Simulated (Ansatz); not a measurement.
Y₄, relaxed as a singlet with RKS B3LYP-D4/def2-SVP in Ansatz, starting from the GFN1-xTB geometry. Force threshold 0.02 eV/Å.

In the def2 sets Y takes a core potential; there is no spin–orbit coupling. The structure comes from a short search, and lower isomers may exist.

Start:

```xyz
4

Y     2.113   -0.037   -1.138
Y     0.471    2.213    0.805
Y    -2.037   -0.035    1.268
Y    -0.547   -2.141   -0.934
```

| step | energy (eV) | largest force component (eV/Å) | SCF passes |
| --- | --- | --- | --- |
| 1 | -4164.1786 | 0.611 | 81 |
| 2 | -4164.4703 | 0.447 | 85 |
| 3 | -4164.5739 | 0.097 | 50 |
| 4 | -4164.7171 | 0.730 | 115 |
| 5 | -4165.1816 | 0.935 | 35 |
| 6 | -4165.5793 | 0.476 | 34 |
| 7 | -4165.7316 | 0.249 | 36 |
| 8 | -4165.8208 | 0.100 | 33 |
| 9 | -4165.8445 | 0.400 | 36 |
| 10 | -4165.9571 | 0.236 | 38 |
| 11 | -4165.9716 | 0.095 | 32 |
| 12 | -4165.9742 | 0.010 | 33 |
| 13 | -4165.9758 | 0.046 | 42 |
| 14 | -4165.9809 | 0.076 | 42 |
| 15 | -4165.9877 | 0.218 | 45 |
| 16 | -4166.0004 | 0.058 | 38 |
| 17 (rejected) | -4165.9961 | 0.073 | 41 |
| 18 | -4166.0019 | 0.028 | 33 |
| 19 | -4166.0021 | 0.004 | 34 |

Force components are those of the run's own axes.

End:

```xyz
4

Y     1.892   -0.423    0.144
Y    -0.144    1.923   -0.251
Y    -0.816   -0.420    1.714
Y    -0.933   -1.081   -1.607
```

By distances, no bond broke or formed, bridged metal pairs apart. The bond that changes most is Y1–Y3, from 4.80 to 3.13 Å (atoms count from 1). Metal–metal contacts that move far: Y1–Y3 4.80 to 3.13 Å, Y2–Y4 4.80 to 3.39 Å. The end is the same structure that another start reached, the lowest one found.

The force fell under the threshold at step 12, but the optimiser went on and released 0.028 eV more. No frequencies were taken in this run, so the end may be a saddle point.

Hardware: 4 threads of Intel Xeon Platinum 8488C on a shared host. Wall time 45 s.
